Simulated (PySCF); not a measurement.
**Question.** Write a Z-matrix for `CC(C)(C)[C@H]1COBO1` as optimised with PBE0-D3(BJ)/def2-SVP.

**Answer.** 
Z-matrix in Å and degrees, rows numbered from 1:
```
C 
C   1  1.5291
C   2  1.5291  1  110.50
C   2  1.5298  1  109.31  3  -120.63
C   2  1.5389  1  110.78  3   120.35
C   5  1.5475  2  116.12  1   -58.62
O   6  1.4180  5  105.63  2   119.00
B   7  1.3588  6  107.98  5     1.85
O   8  1.3601  7  113.62  6    -0.08
H   1  1.1001  2  110.88  3   178.57
H   1  1.1007  2  110.30  3    59.30
H   1  1.1016  2  112.37  3   -60.30
H   3  1.1015  2  112.26  1    58.03
H   3  1.1021  2  111.28  1   179.13
H   3  1.1009  2  110.32  1   -61.52
H   4  1.0994  2  110.72  1   -61.63
H   4  1.1010  2  110.65  1    58.65
H   4  1.1019  2  111.11  1   178.43
H   5  1.1040  2  107.62  1   177.01
H   6  1.1009  5  112.76  2    -0.13
H   6  1.1012  5  112.17  2  -121.96
H   8  1.2004  7  123.18  6   179.94
```

The 5-membered ring C5–C6–O7–B8–O9 has internal angles of 104.0° to 113.6°; it is almost planar, 0.01 Å rms from its mean plane, widest ring torsion 3°. B8 (three-coordinate boron) is planar (angles 123.2°, 123.2° and 113.6°, sum 360.0°, 0.00 Å off the plane of its three neighbours). O7 (boron-bound oxygen) is bent (angle 108.0°). Of the pairs four or more bonds apart, H12···H20 is among the closest relative to their van der Waals radii: 2.16 Å, 90 % of the sum of Bondi's values.

Computed, not measured: PBE0-D3(BJ)/def2-SVP geometry optimisation, gas phase in PySCF.

Point group: C1 (no symmetry element, even within 0.4 Å). Stationary, but not proved a minimum.
